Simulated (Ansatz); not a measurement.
Geometry optimisation, RKS PBE-D4/def2-SVP in Ansatz.

The input (input.yaml):

```yaml
crystal:
  periodic: [false, false, false]
  atoms:
    - { symbol: C, position_ang: [0.7201, -0.1234, 1.3387] }
    - { symbol: C, position_ang: [-0.057, -0.6568, 0.367] }
    - { symbol: Al, position_ang: [-0.5911, 0.3233, -1.286] }
    - { symbol: Cl, position_ang: [-1.6883, -0.676, -2.8311] }
    - { symbol: Cl, position_ang: [0.0806, 2.4129, -1.5719] }
    - { symbol: H, position_ang: [0.9345, -0.6232, 2.2167] }
    - { symbol: H, position_ang: [1.0346, 0.9518, 1.2379] }
    - { symbol: H, position_ang: [-1.802, 0.10219, -0.36056] }
basis:
  gaussian: { orbitals: def2-SVP }
hamiltonian:
  xc: pbe
  dispersion: d4
relax:
  f_tol: 0.02
  max_steps: 50
output:
  orbitals: {}
```

Run as:

```bash
$ ansatz run input.yaml --threads 2 --pin off --max-ram 3072MiB --backend cpu --events-out ev --progress --plain --runs-dir out
```

**Question.** Where does it end, and by what steps?

**Answer.** It converged. After 30 steps the energy has fallen by 4.978 eV; H6 moved furthest, 1.92 Å. Parted: Al3–H8. Joined: C2–H8.

| step | energy less start (eV) | largest force component (eV/Å) | accepted |
| --- | --- | --- | --- |
| 0 | 0.0000 | 3.547 | yes |
| 2 | -1.2879 | 1.214 | yes |
| 4 | -1.8520 | 0.892 | yes |
| 6 | -2.5489 | 1.156 | yes |
| 8 | -3.6736 | 2.133 | yes |
| 10 | -4.3914 | 0.887 | yes |
| 12 | -4.6814 | 1.305 | yes |
| 14 | -4.8268 | 0.716 | yes |
| 16 | -4.8415 | 0.110 | yes |
| 18 | -4.8612 | 0.249 | yes |
| 20 | -4.8952 | 0.471 | yes |
| 22 | -4.9577 | 0.137 | yes |
| 24 | -4.9673 | 0.038 | yes |
| 26 | -4.9733 | 0.217 | yes |
| 28 | -4.9780 | 0.054 | yes |
| 30 | -4.9784 | 0.016 | yes |

```xyz
8
Properties=species:S:1:pos:R:3
C 0.384 0.264 1.247
C -0.634 -0.040 0.409
Al -0.484 0.266 -1.494
Cl -2.031 -0.204 -2.849
Cl 1.293 1.104 -2.269
H 1.334 0.697 0.881
H 0.324 0.095 2.338
H -1.554 -0.471 0.847
```

Run time: 46 s on 2 threads of Arm Neoverse V2, on a shared host, peak memory 0.14 GiB.
